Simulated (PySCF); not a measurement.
C2H2Cl2. Atoms are numbered in the order given.

```xyz
6

Cl     0.0000     1.6263    -0.4544
C      0.0000     0.6663     0.9695
C      0.0000    -0.6663     0.9695
Cl     0.0000    -1.6263    -0.4544
H      0.0000     1.2258     1.9077
H      0.0000    -1.2258     1.9077
```
Charge 0, spin multiplicity 1.

Geometry: ωB97X-D3(BJ)/def2-SVP.

Calculation: PySCF with CAM-B3LYP/def2-TZVPD.

Symmetry labels are those of the subgroup C2v that the program uses (full group C2v).

Computed valence orbital energies around the gap with their symmetry:
```tsv
orbital	symmetry	energy (eV)
HOMO−7	A1	-16.08
HOMO−6	A1	-14.62
HOMO−5	B2	-12.99
HOMO−4	B1	-12.87
HOMO−3	A2	-11.32
HOMO−2	A1	-10.82
HOMO−1	B2	-10.42
HOMO	B1	-8.73
LUMO	A2	0.49
LUMO+1	A1	0.72
LUMO+2	A1	0.91
LUMO+3	B2	1.19
```
